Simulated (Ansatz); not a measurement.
This geometry of C₂H₁₁NSi₃ (17 atoms, charge 0, multiplicity 1) is a first-order saddle point.

Theory: RKS PBE-D4/6-31G* (Ansatz 0.2.0).

```xyz
17
Properties=species:S:1:pos:R:3
N 1.004 -2.345 -0.554
Si 1.823 -0.807 -0.539
Si 0.450 0.993 -1.192
C -0.968 1.320 -0.002
C -0.752 1.170 1.532
Si -1.971 -0.056 0.807
H 1.002 -2.952 0.260
H 0.266 -2.570 -1.216
H 2.315 -0.607 0.871
H 3.052 -0.766 -1.416
H -0.098 0.737 -2.573
H 1.341 2.207 -1.307
H -1.579 2.190 -0.286
H -1.125 1.986 2.163
H 0.229 0.801 1.856
H -3.430 0.180 1.017
H -1.578 -1.481 0.618
```

(1) Which two structures does it join? (They come from a converged band through this point; their orientation in space is the band's.)

(2) How far does it lie above each of them?

Answers

(1) No bond is made or broken. The height of N1 over the plane of its neighbours goes from -0.29 to 0.32 Å.

Initial state:

```xyz
17
Properties=species:S:1:pos:R:3
N 0.900 -2.279 -0.292
Si 1.836 -0.796 -0.420
Si 0.463 0.951 -1.186
C -0.979 1.328 -0.045
C -0.829 1.177 1.496
Si -2.060 -0.010 0.731
H 1.375 -3.095 0.102
H 0.379 -2.563 -1.123
H 2.360 -0.502 0.960
H 3.058 -0.838 -1.316
H -0.039 0.626 -2.570
H 1.368 2.150 -1.338
H -1.550 2.216 -0.355
H -1.193 2.011 2.108
H 0.123 0.772 1.860
H -3.515 0.301 0.871
H -1.717 -1.447 0.558
```

Final state:

```xyz
17
Properties=species:S:1:pos:R:3
N 1.084 -2.492 -0.639
Si 1.772 -0.874 -0.539
Si 0.434 0.974 -1.170
C -0.968 1.338 0.033
C -0.710 1.271 1.566
Si -1.905 -0.024 0.934
H 0.348 -2.702 0.040
H 0.762 -2.783 -1.565
H 2.219 -0.699 0.887
H 2.989 -0.858 -1.423
H -0.142 0.727 -2.541
H 1.334 2.182 -1.294
H -1.606 2.178 -0.279
H -1.096 2.105 2.166
H 0.290 0.952 1.886
H -3.367 0.146 1.179
H -1.457 -1.441 0.800
```

(2) 0.054 eV above the first and 0.020 eV above the second. This is the barrier of this one path; another mechanism may lie lower.

Time of the run: 6.9 min on 2 threads of Arm Neoverse N1, with other jobs on the host, peak memory 0.34 GiB.
